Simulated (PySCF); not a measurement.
Bonds to the group Y in Y-Sn(OCH3)3. Gas-phase values, no solvent. Each species was relaxed from one start; no search for lower structures was made at this level. In the def2 sets, heavy atoms carry core potentials. Strings in code marks are SMILES.

All values below come from PySCF with PBE-D3(BJ)/def2-SVP // PBE0-D3(BJ)/def2-SVP. All candidates: neutral, multiplicity 1. Excitations are Tamm–Dancoff values on a coarser integration grid. The basis has no diffuse functions, so Rydberg states are missing or too high.

```yaml
HOMO: -6.02 eV
T1 excitation (TDA): 3.97 eV
HOMO–LUMO gap: 4.13 eV
```

Which member has these values?
A) `CCC[CH2][Sn]([O]C)([O]C)[O]C`
B) `C[O][Sn]([CH2]C(F)(F)F)([O]C)[O]C`
C) `C[O][Sn]([CH2]c1ccccc1)([O]C)[O]C`
D) `C[O][Sn]([O]C)([O]C)[C](C)(C)C`

B, `C[O][Sn]([CH2]C(F)(F)F)([O]C)[O]C`. The others give `CCC[CH2][Sn]([O]C)([O]C)[O]C`: -5.69 eV, 4.07 eV, 4.22 eV; `C[O][Sn]([CH2]c1ccccc1)([O]C)[O]C`: -5.69 eV, 3.62 eV, 3.81 eV; `C[O][Sn]([O]C)([O]C)[C](C)(C)C`: -5.64 eV, 3.91 eV, 4.10 eV
